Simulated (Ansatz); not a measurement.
Input for Ansatz (a program for electronic structure): R-CCSD(T)/cc-pV(T+d)Z on AlH5N2O (SMILES [NH2][Al]([NH2])[OH]), a point of a torsion scan. Files ending in .json are basis or fitting sets from the Basis Set Exchange.

Ansatz 0.2 input:
```yaml
crystal:
  periodic: [false, false, false]
  atoms:
    - {symbol: N, position_ang: [1.14843874, -1.19173958, 0.15695080]}
    - {symbol: Al, position_ang: [0.47533969, 0.18454471, -0.75953875]}
    - {symbol: N, position_ang: [1.00430973, 1.84334379, -0.38687201]}
    - {symbol: O, position_ang: [-0.62402496, -0.08454388, -1.95222155]}
    - {symbol: H, position_ang: [2.07240764, -1.19532595, 0.55983112]}
    - {symbol: H, position_ang: [0.86058979, -2.14571518, -0.01080000]}
    - {symbol: H, position_ang: [1.62466602, 2.09079703, 0.36719129]}
    - {symbol: H, position_ang: [0.65223968, 2.68057407, -0.82640763]}
    - {symbol: H, position_ang: [-1.26912027, -0.17566184, -2.63575217]}
basis:
  gaussian:
    orbitals: cc-pV_T+d_Z.json
magnetization: {spin_polarized: false}
correlation: {method: ccsd_t, electrons: outside_noble_gas}
scf: {lower_state_search: off}
```

It printed:

```
WARN ansatz: RAYON_NUM_THREADS=1 ignored (pool sized by the plan → 1); use --threads N
Functional definition: HF
these checks for a lower state are left out or cut short: stability, starts, cluster_reference, orbital_swaps, neighbouring_geometries, increment
integrals: 0.79 GiB planned
1162 factors; integrals over basis functions are off by at most 9.9e-4 eV
mean field: 0.54 GiB planned
mean field evaluation 1: about -11662.5079 eV, gradient 5.9e1 eV
mean field evaluation 2: about -11662.5632 eV, gradient 5.9e1 eV
mean field evaluation 4: about -11668.7361 eV, gradient 3.0e0 eV
mean field evaluation 8: about -11668.7835 eV, gradient 3.2e-1 eV
mean field -11668.78387977 eV, -428.8198981959 hartree, gradient 1.3e-6 eV, S^2 0.000000; 0 other end points of the search recorded, 0 dependent functions left out
8 core orbitals not correlated
reference -11668.78387977 eV, -428.8198981959 hartree; 12, 12 occupied and 179, 179 virtual orbitals, 1162 factors
second order -20.48972919 eV of doubles, -0.00000000 eV of singles
coupled cluster: 1.15 GiB planned
cycle   1  -20.54552372 eV  change   -5.6e-2 eV  update   8.1e-2
cycle   2  -20.94530057 eV  change   -4.0e-1 eV  update   2.3e-2
cycle   3  -21.03731188 eV  change   -9.2e-2 eV  update   1.1e-2
cycle   4  -21.02739805 eV  change    9.9e-3 eV  update   2.6e-3
cycle   5  -21.02732372 eV  change    7.4e-5 eV  update   1.2e-3
cycle   6  -21.02760477 eV  change   -2.8e-4 eV  update   3.1e-4
cycle   7  -21.02734875 eV  change    2.6e-4 eV  update   1.1e-4
cycle   8  -21.02731573 eV  change    3.3e-5 eV  update   3.7e-5
cycle   9  -21.02731916 eV  change   -3.4e-6 eV  update   1.5e-5
perturbative correction -0.74395426 eV, -0.0273398148 hartree
Total energy: -11690.55515320 eV, -429.6199777371 hartree
Checks for a lower state left out: stability, starts, cluster_reference, orbital_swaps, neighbouring_geometries, increment
```

The run converged.

Cost: about 2.3 core-minutes (a rough figure).
